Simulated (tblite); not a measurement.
Input of a run (GFN2-xTB geometry optimisation, gas phase (tblite 0.8.0)), started from a force field or distance geometry:
```
{"job": {"kind": "relax", "xc": "GFN2-xTB", "basis": "xTB"}, "charge": 0, "multiplicity": 1}
C      2.429000     0.667600    -0.390200
C      1.107100     0.773300    -0.173600
Si     0.210600    -0.722300     0.447600
Cl     1.007400    -2.357400    -0.578100
Si    -1.979900    -0.577800     0.116300
O     -2.375200     0.648000    -1.025900
H      2.986000    -0.240900    -0.237500
H      2.941300     1.575400    -0.745900
H      0.572400     1.710900    -0.331100
H      0.495000    -0.924000     1.883300
H     -2.572000    -1.867800    -0.321800
H     -2.636300    -0.226300     1.379900
H     -2.189900     1.541800    -0.624500
```

Output (eV, eV/Å):
```
step      E/eV     max force
  0    -542.89914    2.428
  1    -543.10172    1.217
  2    -543.16107    0.738
  3    -543.18682    0.691
  4    -543.21944    0.587
  5    -543.23855    0.393
  6    -543.25394    0.381
  7    -543.27371    0.459
  8    -543.29266    0.477
  9    -543.30620    0.289
 10    -543.31283    0.221
 11    -543.31674    0.161
 12    -543.32090    0.204
 13    -543.32486    0.179
 14    -543.32773    0.130
 15    -543.32917    0.068
 16    -543.32992    0.080
 17    -543.33063    0.072
 18    -543.33145    0.093
 19    -543.33228    0.089
 20    -543.33292    0.053
 21    -543.33333    0.056
 22    -543.33365    0.059
 23    -543.33402    0.067
 24    -543.33448    0.082
 25    -543.33494    0.075
 26    -543.33531    0.054
 27    -543.33559    0.042
 28    -543.33587    0.053
 29    -543.33619    0.070
 30    -543.33650    0.069
 31    -543.33672    0.045
 32    -543.33685    0.031
 33    -543.33698    0.036
 34    -543.33718    0.056
 35    -543.33751    0.074
 36    -543.33795    0.078
 37    -543.33840    0.058
 38    -543.33879    0.056
 39    -543.33921    0.079
 40    -543.33989    0.122
 41    -543.34102    0.146
 42    -543.34247    0.136
 43    -543.34396    0.115
 44    -543.34536    0.110
 45    -543.34674    0.130
 46    -543.34833    0.160
 47    -543.34942    0.178
 48    -543.35011    0.175
 49    -543.35213    0.074
 50    -543.35299    0.072
 51    -543.35537    0.142
 52    -543.35673    0.149
 53    -543.35976    0.143
 54    -543.36136    0.143
 55    -543.36289    0.120
 56    -543.36417    0.136
 57    -543.36623    0.150
 58    -543.36859    0.133
 59    -543.37192    0.150
 60    -543.37289    0.114
 61    -543.37444    0.131
 62    -543.37687    0.124
 63    -543.37837    0.132
 64    -543.37991    0.103
 65    -543.38057    0.111
 66    -543.38111    0.077
 67    -543.38183    0.080
 68    -543.38267    0.133
 69    -543.38363    0.116
 70    -543.38436    0.089
 71    -543.38479    0.041
 72    -543.38507    0.062
 73    -543.38537    0.058
 74    -543.38570    0.073
 75    -543.38604    0.045
 76    -543.38634    0.046
 77    -543.38661    0.047
 78    -543.38682    0.054
 79    -543.38700    0.035
 80    -543.38713    0.034
 81    -543.38725    0.031
 82    -543.38740    0.031
 83    -543.38759    0.030
 84    -543.38775    0.026
 85    -543.38784    0.019
 86    -543.38788    0.017
 87    -543.38792    0.015
 88    -543.38797    0.018
 89    -543.38804    0.020
 90    -543.38811    0.020
 91    -543.38817    0.031
 92    -543.38823    0.032
 93    -543.38828    0.029
 94    -543.38834    0.024
 95    -543.38841    0.016
 96    -543.38845    0.015
 97    -543.38847    0.013
 98    -543.38850    0.018
 99    -543.38854    0.024
100    -543.38863    0.034
101    -543.38879    0.051
102    -543.38902    0.058
103    -543.38924    0.044
104    -543.38935    0.018
105    -543.38940    0.015
106    -543.38942    0.014
107    -543.38945    0.017
108    -543.38950    0.024
109    -543.38963    0.031
110    -543.38985    0.050
111    -543.39013    0.054
112    -543.39036    0.033
113    -543.39044    0.014
114    -543.39047    0.014
115    -543.39051    0.017
116    -543.39057    0.025
117    -543.39066    0.030
118    -543.39076    0.032
119    -543.39084    0.026
120    -543.39089    0.018
121    -543.39092    0.016
122    -543.39095    0.017
123    -543.39101    0.021
124    -543.39109    0.033
125    -543.39127    0.046
126    -543.39158    0.051
127    -543.39202    0.050
128    -543.39248    0.042
129    -543.39279    0.059
130    -543.39293    0.079
131    -543.39312    0.047
132    -543.39337    0.034
133    -543.39381    0.054
134    -543.39426    0.228
135    -543.39563    0.107
136    -543.39708    0.107
137    -543.39727    0.282
138    -543.40096    0.097
139    -543.40311    0.103
140    -543.40278    0.326
141    -543.40587    0.073
142    -543.40650    0.224
143    -543.40748    0.202
144    -543.40813    0.102
145    -543.40873    0.050
146    -543.40925    0.145
147    -543.40972    0.068
148    -543.41026    0.058
149    -543.41117    0.097
150    -543.41198    0.125
151    -543.41316    0.133
152    -543.41454    0.275
153    -543.41487    0.093
154    -543.41603    0.064
155    -543.41645    0.108
156    -543.41701    0.088
157    -543.41806    0.063
158    -543.41834    0.171
159    -543.41895    0.170
160    -543.41947    0.104
161    -543.41977    0.073
162    -543.42005    0.044
163    -543.42037    0.043
164    -543.42075    0.067
165    -543.42075    0.092
166    -543.42107    0.024
167    -543.42115    0.026
168    -543.42122    0.032
169    -543.42130    0.023
170    -543.42137    0.019
171    -543.42143    0.028
172    -543.42149    0.028
173    -543.42155    0.022
174    -543.42159    0.022
175    -543.42163    0.021
176    -543.42169    0.022
177    -543.42173    0.028
178    -543.42177    0.030
179    -543.42181    0.021
180    -543.42187    0.019
181    -543.42190    0.016
182    -543.42195    0.013
183    -543.42198    0.017
184    -543.42202    0.017
185    -543.42205    0.014
186    -543.42208    0.015
187    -543.42209    0.010
188    -543.42210    0.008
```

Task: Summarise the run.

Result: The energy falls by 0.523 eV over 188 L-BFGS steps, the largest force on an atom goes from 2.43 to 0.008 eV/Å, and the atoms move by 1.118 Å rms after alignment. The bond that changes most is Si3–Si5 (chlorine-bound silicon to oxygen-bound silicon), which lengthens by 0.095 Å. Bonds longer at the end by more than 0.005 Å: 2 of 12; shorter: 7. Among the angles that change most is Si5–O6–H13, from 109.2° to 123.6°. Among the dihedrals that turn most is Cl4–Si3–Si5–H11, from 21° to -79°. The energy rose by more than 1e-5 eV at step 140. The first step brought 39 % of the lowering.

Task: What are the final bond lengths?

Result: C1=C2 1.325 Å, C2–Si3 1.887 Å, Si3–Cl4 2.038 Å, Si3–Si5 2.315 Å, Si5–O6 1.629 Å, C1–H7 1.078 Å, C1–H8 1.080 Å, C2–H9 1.084 Å, Si3–H10 1.477 Å, Si5–H11 1.460 Å, Si5–H12 1.470 Å, O6–H13 0.952 Å. Numbering counts from 1 in the input's order; the species is `C=C[Si@H](Cl)[SiH2]O`.

On one thread, Arm Neoverse V1 (aarch64), no GPU, on a shared host, this took 1.4 s of wall time.

Its GFN2-xTB frequencies are all real (lowest 23 cm⁻¹). The numbers are those of one conformer.

All values are computed, not measured.
